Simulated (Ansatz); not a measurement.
```xyz
7

C    -0.0027    0.0214   -0.6824
C    -0.0087   -0.0378    0.7882
H     0.9249    0.0169    1.3517
H    -0.9363    0.0240    1.3529
H    -0.0008    1.0630   -1.0755
H     0.8938   -0.4710   -1.1315
H    -0.8828   -0.4621   -1.1200
```

Basis set: 6-31G* (spherical functions). Left uncorrelated: 2 orbitals. Charge 0, multiplicity 2.

Computed with Ansatz (development build ahead of 0.2.0); each method stands on the lowest determinant of its kind that the runs found.

The atomization energy at this shape (free ground-state atoms in the same class of orbitals less the molecule, no zero-point energy) of doublet C₂H₅:

```tsv
method	atomization energy
UHF	20.21 eV
```

(1) What does UHF-MP2 give?

Results:

(1) 23.90 eV.
